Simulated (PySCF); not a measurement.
Compound: C4H6F3 (charge +1).
Atom-mapped SMILES: `[CH3:1][C+:2]([CH2:3][F:4])[CH:5]([F:6])[F:7]` (hydrogens: H8, H9, H10 on C1; H11, H12 on C3; H13 on C5)

Level of theory: PBE0-D3(BJ)/def2-SVP geometry optimisation, gas phase (PySCF).

Problem. Give the optimised bond lengths and angles.

Solution. 
```tsv
bond	length (Å)
C1–C2	1.433
C2–C3	1.450
C3–F4	1.335
C2–C5	1.523
C5–F6	1.342
C5–F7	1.326
C1–H8, C1–H10	1.113
C1–H9	1.096
C3–H11, C3–H12	1.117
C5–H13	1.105
```

Bonds in one row agree within 0.01 Å and their mean is given. A selection of angles:
```tsv
angle	degrees
C2–C1–H8	105.6
C2–C1–H9	115.9
C2–C1–H10	109.3
H8–C1–H9	110.7
H8–C1–H10	100.6
H9–C1–H10	113.3
C1–C2–C3	122.8
C1–C2–C5	119.5
C3–C2–C5	117.6
C2–C3–F4	114.6
C2–C3–H11	109.1
C2–C3–H12	105.0
F4–C3–H11	112.1
H11–C3–H12	103.7
C2–C5–F6	102.5
C2–C5–F7	110.3
C2–C5–H13	112.1
F6–C5–F7	110.3
F6–C5–H13	110.7
```

Torsions: C1–C2–C3–F4 -175° (antiperiplanar); C1–C2–C5–F6 -107° (anticlinal). The mirror-image conformer, all signs reversed, is as good.

The C–C distances run from 1.433 Å (C1–C2, drawn single) to 1.523 Å (C2–C5, drawn single), a spread of 0.090 Å. C2 (formal carbocation centre) is planar (angles 122.8°, 119.5° and 117.6°, sum 359.9°, 0.03 Å off the plane of its three neighbours). Of the pairs four or more bonds apart, F7···H10 is among the closest relative to their van der Waals radii: 2.50 Å, 94 % of the sum of Bondi's values.

Point group: C1 (no symmetry element, even within 0.4 Å). Whether it is a minimum is left open (no frequencies).
